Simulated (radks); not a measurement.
Spherical jellium clusters: N electrons in a uniform positive sphere of charge N and radius rs N^(1/3), rs = 3.08 bohr. Calculated with a radial shooting solver with Libxc functionals: non-relativistic Kohn-Sham, PBEsol, spin-polarised, spherical densities. Levels are named by radial order and angular momentum (1s, 1p, 1d, 2s, ...), and open shells are averaged over m. Each electron was tried in the lowest free levels, single moves between levels near the top were tried too, and the lowest total energy was kept; such a search can miss a lower state. Energies include the self-energy of the background; IP and EA are vertical (highest electron removed, lowest free level filled), at fixed background; spill-out counts the electrons outside the background radius R, and alpha is the static dipole polarisability from linear response (closed shells only). A dash means not computed or, for alpha, an open shell; in EA it means that no bound solution was reached, which is typical of self-interaction and does not show that the anion is unstable. Real open-shell clusters deform, which this model forbids.

| N | open shells | 2S | E(N+1) + E(N-1) - 2E(N) (eV) | EA (eV) | spill-out (e) |
|---|---|---|---|---|---|
| 1 | 1s(up 1, down 0) | 1 | - | - | 0.47 |
| 2 | none | 0 | 1.561 | - | 0.67 |
| 3 | 1p(up 1, down 0) | 1 | -0.860 | - | 1.02 |
| 4 | 1p(up 2, down 0) | 2 | -0.649 | - | 1.24 |
| 5 | 1p(up 3, down 0) | 3 | 0.484 | - | 1.39 |
| 6 | 1p(up 3, down 1) | 2 | -0.612 | - | 1.56 |
| 7 | 1p(up 3, down 2) | 1 | -0.419 | 1.844 | 1.69 |
| 8 | none | 0 | 1.871 | - | 1.80 |
| 9 | 1d(up 1, down 0) | 1 | -0.389 | - | 2.02 |
| 10 | 1d(up 2, down 0) | 2 | -0.335 | - | 2.19 |
| 11 | 1d(up 3, down 0) | 3 | -0.291 | - | 2.34 |
| 12 | 1d(up 4, down 0) | 4 | -0.254 | 1.585 | 2.46 |
| 13 | 1d(up 5, down 0) | 5 | 0.454 | - | 2.57 |
| 14 | 1d(up 5, down 0) 2s(up 1, down 0) | 6 | -0.141 | - | 2.85 |
| 15 | 1d(up 5, down 2) | 3 | -0.329 | 1.667 | 2.81 |
| 16 | 1d(up 5, down 3) | 2 | -0.213 | 1.888 | 2.91 |
| 17 | 1d(up 5, down 4) | 1 | -0.185 | 2.078 | 3.00 |
| 18 | none | 0 | 0.207 | 1.936 | 3.09 |
| 19 | 2s(up 1, down 0) | 1 | 0.301 | 1.733 | 3.27 |
| 20 | none | 0 | 0.869 | - | 3.50 |
| 21 | 1f(up 1, down 0) | 1 | -0.193 | - | 3.63 |
| 22 | 1f(up 2, down 0) | 2 | -0.177 | 1.290 | 3.73 |
| 23 | 1f(up 3, down 0) | 3 | -0.162 | 1.458 | 3.83 |
| 24 | 1f(up 4, down 0) | 4 | -0.150 | 1.610 | 3.92 |
| 25 | 1f(up 5, down 0) | 5 | - | 1.748 | 4.01 |

All shells are closed at N = 2, 8, 18, 20 (there: 1s2 1p6 1d10 2s2); the second difference of the energy has clear peaks (12 % above both neighbours; the first and last values, which can be the largest, are not judged, and half-filled shells can peak too) at N = 5, 8, 13, 20.
